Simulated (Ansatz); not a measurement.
Compare A (`C=C=C[SiH](C)F`) with its isomer B (`CC(F)=C=C[SiH3]`).

Gas-phase electronic energies from Ansatz, PBE0-D4/def2-TZVP geometries. CCSD(T)/CBS adds triple-zeta CCSD(T) − MP2 to the extrapolated MP2 energy (def2 sets, frozen cores). Functionals use def2-TZVPP. B3LYP here is the variant with VWN-RPA as its local correlation; programs differ in this. One conformer a species, not always the lowest.

Which is lower in electronic energy at CCSD(T)/CBS, and by how much? (Best estimate.)

Ansatz gave: A, by 65.5 kcal/mol.

Give E(B) − E(A) in kcal/mol with PBE-D4, MP2/def2-TZVPP, B3LYP, PBE0-D4, B3LYP-D4, ωB97M-V, HF/def2-TZVPP. (An estimate is asked.)

The calculation gave: PBE-D4 59.4, MP2/def2-TZVPP 66.7, B3LYP 61.9, PBE0-D4 61.6, B3LYP-D4 62.7, ωB97M-V 64.3, HF/def2-TZVPP 64.8. None reverses the order clearly.

Largest T1 diagnostic: 0.012.

From PBE to PBE0 (25 % exact exchange), in def2-TZVPP and without D4, E(B) − E(A) moves by +2.3 kcal/mol. The D4 term adds +0.8 kcal/mol with B3LYP and +0.4 kcal/mol with PBE0; it sums over pairs of atoms, weighted by their polarisabilities, and B3LYP, whose exchange is more repulsive, gets the larger term.
